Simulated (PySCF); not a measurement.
## Low-lying terms of Cs(45+) (caesium, charge +45)

Ground state [Ne], ¹S. Calculation: PySCF 2.14, in an uncontracted even-tempered set (19 s from 3.52 bohr⁻², ratio 2.5; 13 p from 4.48 bohr⁻², ratio 2.5; 7 d from 2.26 bohr⁻², ratio 2.7; 3 f from 170 bohr⁻², ratio 2.7); scalar relativity by spin-free X2C-1e. Vertical excitation energies in eV without spin-orbit coupling; excited terms of each kind are numbered among those the solver found. Frozen: 1s2.

```json
{"term": "1 3P°", "leading excitation": "2p → s", "EOM-EE-CCSD": "4506.7"}
{"term": "1 1P°", "leading excitation": "2p → s", "EOM-EE-CCSD": "4515.2"}
{"term": "1 3S", "leading excitation": "2p → p", "EOM-EE-CCSD": "4653.1"}
{"term": "1 3D", "leading excitation": "2p → p", "EOM-EE-CCSD": "4667.1"}
{"term": "1 1D", "leading excitation": "2p → p", "EOM-EE-CCSD": "4674.2"}
{"term": "1 1P", "leading excitation": "2p → p", "EOM-EE-CCSD": "4675.2"}
{"term": "1 3P", "leading excitation": "2p → p", "EOM-EE-CCSD": "4675.4"}
{"term": "1 1S", "leading excitation": "2p → p", "EOM-EE-CCSD": "4733.8"}
{"term": "2 3P°", "leading excitation": "2p → d", "EOM-EE-CCSD": "4821.8"}
{"term": "1 3F°", "leading excitation": "2p → d", "EOM-EE-CCSD": "4828.8"}
{"term": "1 1F°", "leading excitation": "2p → d", "EOM-EE-CCSD": "4837.7"}
{"term": "1 1D°", "leading excitation": "2p → d", "EOM-EE-CCSD": "4840.0"}
{"term": "2 3S", "leading excitation": "2s → s", "EOM-EE-CCSD": "5073.4"}
{"term": "2 1S", "leading excitation": "2s → s", "EOM-EE-CCSD": "5092.7"}
```

The spin-orbit splitting of the hole, absent here, rivals or exceeds the spacing of these terms, so the LS terms are model states.

The solver can miss terms. The 25 highest virtual orbitals were dropped.
